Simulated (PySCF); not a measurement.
A calculated (r2SCAN, PySCF 2.14, ANO-RCC-VTZP, the spin-free X2C one-electron Hamiltonian (Gaussian nucleus)) atom or ion has these occupied shells.

```
shell  electrons  orbital energy (eV)  rms radius, mean of both spins (bohr)
 1s α          1             -27753.0                                 0.0340
 1s β          1             -27753.0                                 0.0340
 2s β          1              -4171.7                                  0.139
 2s α          1              -4171.7                                  0.139
 2p α          3              -3743.9                                  0.124
 2p β          3              -3743.9                                  0.124
 3s α          1              -798.06                                  0.372
 3s β          1              -798.06                                  0.372
 3p α          3              -656.56                                  0.373
 3p β          3              -656.55                                  0.373
 3d α          5              -436.31                                  0.354
 3d β          5              -436.30                                  0.354
 4s α          1              -122.70                                  0.905
 4s β          1              -122.68                                  0.905
 4p α          3              -80.357                                  0.988
 4p β          3              -80.344                                  0.988
 4d α          5              -19.188                                   1.30
 4d β          5              -19.130                                   1.30
 5s α          1               -8.598                                   2.81
 5s β          1               -8.025                                   2.81
 5p α          1               -3.068                                   3.94
```

Question: Name the element and its charge.

Answer: In (indium, neutral), in [Kr] 4d10 5s2 5p1, 2P determinant.
